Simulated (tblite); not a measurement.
Species: C₃H₆NSSi (doublet state).
Structure used (GFN2-xTB), in Å, numbered top down from 1:
```xyz
12
C3H6NSSi angstrom
C      2.924    0.068    0.255
C      1.705    0.603    0.599
C      0.503    0.134    0.240
N     -0.584   -0.340    0.028
Si    -1.994   -0.387   -0.959
S     -3.544    0.406    0.306
H      2.994   -0.821   -0.343
H      3.832    0.530    0.586
H      1.672    1.502    1.203
H     -2.186   -1.814   -1.160
H     -2.077    0.432   -2.157
H     -3.243   -0.314    1.376
```

Computed values, GFN2-xTB/tblite, gas phase, harmonic and unscaled. Against measured fundamentals such values can be off by several per cent, at times by over 20. Modes of hydrogen on silicon and sulfur can be 10 to 20 % off. One conformer, not necessarily the lowest. Open shells enter through the occupations alone, without spin polarisation, and single modes of such species can be off by tens of per cent.

Harmonic wavenumbers (cm⁻¹): 44.4, 63.7, 118.1, 128.1, 149.1, 252.7, 287.2, 476.2, 498.7, 500.5, 526.6, 547.6, 638.2, 658.8, 675.9, 748.9, 763.9, 827.5, 973.7, 1126.6, 1223.0, 1379.6, 1465.2, 2126.6, 2319.4, 2343.3, 2470.8, 3025.2, 3136.6, 3176.6.

A = 8029, B = 839.1, C = 777.5 MHz; mass 115.999 u (most abundant isotopes); point group C1, symmetry number 1; spin multiplicity 2.

Question: Zero-point energy?

Answer: ½Σν̃ = 16336 cm⁻¹ = 46.71 kcal/mol.

Question: Entropy at 500 K, 1 bar (ideal gas, RRHO, classical rotation)?

Answer: Translation 42.76, rotation 30.05, vibration 42.09, spin (R ln 2) 1.38: S = 116.3 cal/(mol K).

Question: And Cp and H(500 K) − H(0)?

Answer: Cp = 42.77 cal/(mol K), of which vibrations give 34.82 (their classical limit is 30 R = 59.6); H(500 K) − H(0) = 14.15 kcal/mol without the zero-point energy, 10.18 from vibrations.

Question: Blend soft modes into free rotors: weight 1/[1 + (100 cm⁻¹/ν̃)⁴] for the oscillator and the rest for a rotor with moment μB/(μ + B), μ = h/(8π²ν), B = 10⁻⁴⁴ kg m². What vibrational entropy results?

Answer: 38.26 cal/(mol K) in place of 42.09, which changes −T·S at 500 K by +1.92 kcal/mol.

Question: Which modes carry the vibrational entropy at 500 K?

Answer: 44.4 cm⁻¹: 6.08; 63.7 cm⁻¹: 5.36; 118.1 cm⁻¹: 4.14; 128.1 cm⁻¹: 3.98; 149.1 cm⁻¹: 3.68; 252.7 cm⁻¹: 2.66 cal/(mol K); the other 24 give 16.18 together.

Hindered rotation and anharmonicity are outside this model. Other conformers, if any are populated, would add a mixing term that is left out. The structure is chiral; the term R ln 2 for an equal mix with its mirror image is left out.
